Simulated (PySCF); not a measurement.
N²⁺: ionisation energy

N²⁺ [He] 2s2 2p1 (2P) → N³⁺ [He] 2s2 (1S), as a difference of total energies. Calculation: PySCF 2.14, in aug-cc-pCVQZ-DK; the spin-free X2C one-electron Hamiltonian (Gaussian nucleus). Correlated levels: valence: 1s2 frozen; valence and next inner shell: nothing frozen. The calculations carry no spin-orbit coupling.

| method | ionisation energy (eV) | plus first-order spin-orbit estimate | difference from reference of that sum (eV) |
| --- | --- | --- | --- |
| UHF | 47.292 | 47.307 | -0.138 |
| LDA | 47.863 | 47.878 | +0.433 |
| PBE | 48.018 | 48.032 | +0.587 |
| PBE0 | 48.001 | 48.015 | +0.570 |
| r2SCAN | 48.218 | 48.233 | +0.788 |
| wB97X | 47.783 | 47.798 | +0.353 |
| MN15 | 47.591 | 47.605 | +0.160 |
| TPSSh | 48.193 | 48.208 | +0.763 |
| MP2 (valence) | 47.529 | 47.543 | +0.098 |
| SCS-MP2 (valence) | 47.478 | 47.492 | +0.047 |
| MP2 (valence and next inner shell) | 47.599 | 47.613 | +0.168 |
| SCS-MP2 (valence and next inner shell) | 47.531 | 47.545 | +0.100 |

Reference: 47.445 eV (semi-empirical (NIST evaluation); NIST Atomic Spectra Database, ionization energies).

A first-order spin-orbit estimate (lowest level to lowest level, LS coupling) adds 0.014 eV.

Errors of the correlated levels include the incompleteness of this basis and the frozen core.
